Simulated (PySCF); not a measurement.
C3H5FOSi, SMILES C#C[Si@@H](CF)O. The structure is a stationary point at PBE0-D3(BJ)/def2-SVP. The structure was generated by enumeration; whether it is a known compound was not checked. Other conformers were not sampled.

Computed equilibrium geometry at PBE0-D3(BJ)/def2-SVP (PySCF confirms it by a frequency run) as Cartesian coordinates in Å (one conformer of several):
```xyz
11

C      2.5249     0.6622    -0.8534
C      1.3365     0.5499    -0.6148
Si    -0.4542     0.3797    -0.2468
O     -1.0027     1.6694     0.6493
C     -0.7570    -1.1285     0.8460
F     -0.4365    -2.2751     0.1482
H      3.5756     0.7562    -1.0656
H     -1.1712     0.2413    -1.5453
H     -0.7622     2.5509     0.3504
H     -1.8156    -1.1721     1.1590
H     -0.1445    -1.0724     1.7630
```
Charge 0, spin multiplicity 1.
